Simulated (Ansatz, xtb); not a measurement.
**Isomers of C2H2BO− in order of energy**

4 gas-phase structures of C2H2BO−, found in a search over its isomers (lower ones may exist). Each was relaxed with GFN2-xTB:

A. a singlet given by its coordinates
B. `[H]/[C-]=C/B=O`, a singlet
C. a singlet given by its coordinates
D. `[O-]C1=CB1`, a singlet

C (Å):

```yaml
atoms:
  - { symbol: C, position_ang: [-1.1532, 0.0833, -1.4332] }
  - { symbol: C, position_ang: [-1.0293, 1.0330, -0.5323] }
  - { symbol: B, position_ang: [-1.8974, -1.1170, -1.7412] }
  - { symbol: O, position_ang: [-2.3484, -2.1447, -2.2676] }
  - { symbol: H, position_ang: [-0.2990, 1.8561, -0.6323] }
  - { symbol: H, position_ang: [-1.6121, 1.1501, 0.4244] }
```

Close contacts (Å): C1–C2 1.31, C1–B3 1.45, B3–O4 1.24, C2–H5 1.10, C2–H6 1.13.

A (Å):

```
atom    x (Å)    y (Å)    z (Å)
   C  -1.2182  -0.1144  -1.1217
   C  -0.5593  -1.1095  -1.4505
   B  -1.9896   1.0521  -0.7384
   O   0.0921  -2.0918  -1.7734
   H  -2.2425   1.9466  -1.5088
   H  -2.4288   1.2036   0.3759
```

Close contacts (Å): C1–C2 1.24, C1–B3 1.45, C2–O4 1.22, B3–H5 1.21, B3–H6 1.21.

Estimate their order in r2SCAN-D4/def2-SVPD energy at these geometries, lowest first.

Calculated order at r2SCAN-D4/def2-SVPD: C (0.0), A (42.8), B (47.9), D (97.8) kJ/mol.

Energies above the lowest of each column, in kJ/mol; the last columns are at B3LYP-D3(BJ)/def2-SVPD geometries and were run for some of them only (a dash: not run or not comparable):

```
structure  GFN2-xTB  HF/STO-3G  r2SCAN-D4/def2-SVPD  B3LYP-D3(BJ)/def2-SVPD
        C      46.8        0.0                  0.0                     0.0
        A       0.0       11.8                 42.8                    52.2
        B      92.0       13.7                 47.9                    45.3
        D     114.2       66.8                 97.8                       –
```

B3LYP-D3(BJ)/def2-SVPD puts C lowest of those it was run on; GFN2-xTB picks A. B3LYP-D3(BJ)/def2-SVPD orders those it was run on as C (0.0), B (45.3), A (52.2) kJ/mol. Some further structures that were screened fall inside this span and aren't listed. Flexible structures stand in one conformer each, not always the lowest. Frequencies (B3LYP-D3(BJ)/def2-SVPD) were run for C alone.

Over these structures GFN2-xTB departs from r2SCAN-D4/def2-SVPD by 29.5 kJ/mol on average once a common shift is removed. A GFN2-xTB relaxation took about 0.036 s and the r2SCAN-D4/def2-SVPD energy about 1.7 s on a shared host (Ansatz 0.2.0, xtb 6.7.1).
